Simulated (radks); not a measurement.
Isoelectronic series with 2 electrons, each ion in its NIST ground configuration. Method: scalar-relativistic Kohn-Sham, r2SCAN, spin-polarised, spherical densities, finite nucleus; meta-GGA in the generalised Kohn-Sham scheme; Fermi nuclear charge, rms radius of each element as measured or else 0.836 A^(1/3) + 0.57 fm; computed with a radial shooting solver on a logarithmic mesh with Libxc functionals. Total energies (hartree) and mean radii <r> (bohr):

ion    configuration  E (hartree)       1s
He              [He]     -2.90510   0.9358
B3+             [He]    -22.04024   0.3252
O6+             [He]    -59.20851   0.1968
Si12+           [He]   -187.89509   0.1098
Cl15+           [He]   -279.60329  0.08984
Ca18+           [He]   -389.72720  0.07595
V21+            [He]   -518.43199  0.06572
Fe24+           [He]   -665.91297  0.05787
Cu27+           [He]   -832.39712  0.05165
Ge30+           [He]  -1018.14461  0.04659
Br33+           [He]  -1223.45220  0.04239
Sr36+           [He]  -1448.65398  0.03885
Nb39+           [He]  -1694.12413  0.03582
Ru42+           [He]  -1960.28046  0.03320
Ag45+           [He]  -2247.59393  0.03089
Sn48+           [He]  -2556.58021  0.02886
I51+            [He]  -2887.81794  0.02705
Ba54+           [He]   -3241.9483  0.02542
Pr57+           [He]   -3619.6868  0.02395
Sm60+           [He]   -4021.7935  0.02261
Tb63+           [He]   -4449.2142  0.02138
Er66+           [He]   -4902.8200  0.02026
